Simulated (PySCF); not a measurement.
C7H6O.
Bonds: C1–C2 (triple), C2–C3, C3–C4 (double), C4–C5, C5–C6, C6–C7, C7–O8 (double), C3–C7. Hydrogens: H9 on C1; H10 on C4; H11, H12 on C5; H13, H14 on C6.

The closed-shell SCF was solved with PySCF and density fitting under several settings on one GFN2-xTB geometry (grid level 2 and gas phase unless stated).

| settings | basis functions | SCF cycles | E (Eh) | HOMO (eV) | LUMO (eV) | dipole (D) |
| --- | --- | --- | --- | --- | --- | --- |
| PBE0/pcSseg-1 | 166 | 15 | -345.0512 | -7.26 | -1.73 | 3.81 |
| PBE0/def2-SVPD | 211 | 15 | -344.8567 | -7.30 | -1.79 | 3.98 |

Q: Estimate the rows for these settings: (1) LDA/pcSseg-1, IEF-PCM acetonitrile, grid level 3, energy threshold 1e-07 Eh; (2) PBE0/6-311G**, fitting basis def2-qzvpp-jkfit.

A: 
```tsv
settings	basis functions	SCF cycles	E (Eh)	HOMO (eV)	LUMO (eV)	dipole (D)
LDA/pcSseg-1, IEF-PCM acetonitrile, grid level 3, energy threshold 1e-07 Eh	166	10	-342.4564	-6.09	-2.83	5.35
PBE0/6-311G**, fitting basis def2-qzvpp-jkfit	180	11	-345.1729	-7.13	-1.61	3.71
```

Q: Over all rows, what range does the HOMO–LUMO gap span?

A: From 3.26 eV (LDA/pcSseg-1, IEF-PCM acetonitrile, grid level 3, energy threshold 1e-07 Eh) to 5.53 eV (PBE0/pcSseg-1). The functional of the narrowest has no exact exchange, that of the widest 25 % exact exchange.

Q: And the dipole moment?

A: From 3.71 D (PBE0/6-311G**, fitting basis def2-qzvpp-jkfit) to 5.35 D (LDA/pcSseg-1, IEF-PCM acetonitrile, grid level 3, energy threshold 1e-07 Eh); the largest is 1.44 times the smallest, and the median is 3.90 D.

Q: Compare two rows with the functional PBE0: PBE0/pcSseg-1 and PBE0/6-311G**, fitting basis def2-qzvpp-jkfit. Which energy is lower, and by how much?

A: PBE0/6-311G**, fitting basis def2-qzvpp-jkfit (180 functions) lies 0.1217 Eh or 76 kcal/mol below PBE0/pcSseg-1 (166 functions).

Cycle counts include a coarse-grid stage where the run had one. All basis functions are spherical, in the Pople sets too. The species at its GFN2-xTB geometry.
